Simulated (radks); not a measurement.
The numbers below are computed, except where a source is named.
Spherical quantum dot in the effective-mass picture: electrons in a hard-walled sphere of radius 3.55, with a point charge +1 (a donor) at the centre, all in effective atomic units (hartree* = m*/eps^2 hartree, bohr* = eps/m* bohr), one dielectric constant everywhere. Level of theory: non-relativistic Kohn-Sham, exchange-only LDA, spin-polarised, spherical densities (a radial shooting solver with Libxc functionals). Levels are named by radial order and angular momentum (1s, 1p, 1d, 2s, ...), and open shells are averaged over m. Results are scaled to m* = 0.066 and eps = 16.8, for which hartree* = 6.363 meV and bohr* = 13.47 nm.

N = 24, configuration 1s2 1p6 1d10 2s(up 1, down 0) 1f(up 5, down 0). This is the lowest configuration that the search found. Occupied and some empty levels:

level    occupation  eigenvalue (meV)  <r> (nm)
1s up             1            54.851     30.63
1s down           1            55.446     31.05
1p up             3            56.365     33.20
1p down           3            56.910     33.17
1d up             5            58.691     34.45
1d down           5            59.241     34.40
2s up             1            61.129     18.52
1f up             5            61.827     35.40
1f down           0            62.387     35.37
2s down           0            62.469     19.23
1g up             0            65.722     36.18
1g down           0            66.290     36.16
2p up             0            67.539     24.09
2p down           0            68.232     24.50
2d up             0            73.207     26.94
2d down           0            73.722     27.09

Energy (meV): total 757.460, kinetic 215.78, external -68.558, Hartree 673.77, exchange-correlation -63.530.

Electron density:

r (nm)  n(r) (e/nm^3)
1.37        0.0001837
3.75        0.0001287
6.13       0.00009039
8.51       0.00006435
10.9       0.00004730
13.3       0.00003715
15.6       0.00003260
18.0       0.00003288
20.4       0.00003758
22.8       0.00004622
25.2       0.00005820
27.5       0.00007211
29.9       0.00008554
32.3       0.00009525
34.7       0.00009721
37.1       0.00008836
39.4       0.00006840
41.8       0.00004167
44.2       0.00001671
46.6        1.982e-06
